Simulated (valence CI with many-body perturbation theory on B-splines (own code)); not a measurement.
The numbers below are computed, except where a source is named.
## Ru XIV: configurations and terms from energies and g

Method: valence CI with perturbative core correlation (CI+MBPT): three valence electrons over a frozen Dirac-Fock core [Ar] 3d10, radial functions for each j: 11 s, 11 p, 10 d, 8 f, 5 g, 2 h, with the one-electron correlation potential Σ1 (screened to all orders), the two-electron term Σ2, the three-electron term Σ3, Breit, model QED; selected single and double excitations, second order for the rest, scaled by the run's own slope (own B-spline code, finite nucleus).

No measured spectrum was set against this ion. As an estimate, levels hold to about 250 cm⁻¹ or 0.2 % of their energy and the worst to 1 %, as in measured heavy ions of charge 2 to 7; those with d or f electrons hold less well.

| No. | J | Parity | E (cm⁻¹) | g |
| --- | --- | --- | --- | --- |
| 1 | 1/2 | odd | 0 | 0.665 |
| 2 | 3/2 | odd | 39253 | 1.333 |
| 3 | 1/2 | even | 229260 | 2.614 |
| 4 | 3/2 | even | 249400 | 1.722 |
| 5 | 5/2 | even | 265590 | 1.545 |
| 6 | 3/2 | even | 307200 | 0.832 |
| 7 | 5/2 | even | 318400 | 1.255 |
| 10 | 3/2 | even | 388780 | 1.311 |
| 11 | 3/2 | even | 493170 | 0.800 |
| 12 | 5/2 | even | 499400 | 1.200 |
| 15 | 5/2 | odd | 595470 | 1.199 |
| 16 | 1/2 | odd | 635360 | 0.665 |
| 18 | 3/2 | odd | 675640 | 0.426 |
| 19 | 5/2 | odd | 683600 | 1.040 |

Energies count from the lowest level. Strongly mixed levels and levels close to another of their J and parity are left out, so the numbers can have gaps.

(1) Give configuration and LS term of each level.

## Answers

(1) 1: 4s2 4p 2P°; 2: 4s2 4p 2P°; 3: 4s 4p2 4P; 4: 4s 4p2 4P; 5: 4s 4p2 4P; 6: 4s 4p2 2D; 7: 4s 4p2 2D; 10: 4s 4p2 2P; 11: 4s2 4d 2D; 12: 4s2 4d 2D; 15: 4p3 2D°; 16: 4p3 2P°; 18: 4s 4p 4d 4F°; 19: 4s 4p 4d 4F°.
